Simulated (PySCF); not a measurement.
C₅H₁₄Cl₂GeSi, SMILES [CH3][Ge]([CH3])([CH3])[CH2]C[SiH](Cl)Cl.

Geometry: PBE0-D3(BJ)/def2-SVP. The structure was generated by enumeration, and PubChem lists no compound with its InChIKey, so it may never have been made. Other conformers were not sampled.

Level of theory: TDA-M06-2X/def2-SVP (PySCF 2.14.0).

Vertical excitations. Gas-phase values at a fixed geometry.

| state | energy (eV) | λ (nm) | f | main pairs |
|---|---|---|---|---|
| S1 | 7.50 | 165 | 0.082 | HOMO→LUMO 82 % |
| S2 | 7.74 | 160 | 0.004 | HOMO→LUMO+1 76 % |
| S3 | 8.08 | 153 | 0.031 | HOMO→LUMO+2 66 % |
| S4 | 8.52 | 146 | 0.025 | HOMO−4→LUMO+1 24 %, HOMO−3→LUMO 22 %, HOMO−3→LUMO+2 12 % |
| S5 | 8.55 | 145 | 0.094 | HOMO−1→LUMO 44 %, HOMO−1→LUMO+2 25 %, HOMO→LUMO+4 12 % |
| S6 | 8.56 | 145 | 0.133 | HOMO→LUMO+3 49 %, HOMO−2→LUMO 14 % |
| T1 | 7.15 | 173 | 0 | HOMO→LUMO 73 % |
| T2 | 7.48 | 166 | 0 | HOMO→LUMO+1 68 %, HOMO−3→LUMO+1 12 % |
Triplets are in the Tamm–Dancoff approximation.
